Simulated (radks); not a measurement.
Ionisation of neutral nickel, [Ar] 3d8 4s2, to [Ar] 3d9 as the strength of local exchange is varied. All-electron calculation, Dirac Kohn-Sham, Slater X-alpha exchange (alpha = 2/3 is LDA exchange), no correlation, spin-unpolarised, spherical densities, finite nucleus; open shells are shared between the two j in proportion to 2j + 1; Fermi nuclear charge, rms radius 3.7757 fm. Program: a radial shooting solver on a logarithmic mesh with Libxc functionals.

alpha,E(Ni) (hartree),exchange (hartree),IE (eV),-e of the level emptied (eV),<r> of it (bohr)
0.59,-1508.98623,-51.32809,6.148,4.397 (4s1/2),2.902
0.651,-1514.30286,-56.84453,5.955,4.766 (4s1/2),2.855
0.667,-1515.70064,-58.29789,5.899,4.864 (4s1/2),2.843
0.678,-1516.66239,-59.29862,5.859,4.933 (4s1/2),2.835
0.701,-1518.67539,-61.39513,5.773,5.077 (4s1/2),2.818
0.727,-1520.95430,-63.77172,5.670,5.242 (4s1/2),2.799
0.883,-1534.70234,-78.17830,4.927,6.275 (4s1/2),2.691
0.987,-1543.93845,-87.92202,4.312,7.004 (4s1/2),2.625

NIST Atomic Spectra Database: 7.640 eV (measured). The central value is not met in this range of alpha. Spin polarisation and multiplet splitting are left out, so open shells lie too high by an amount that depends on their filling.

Beside tabulated values, note that spin-unpolarised runs miss the spin-polarisation part of the exchange energy of open shells.
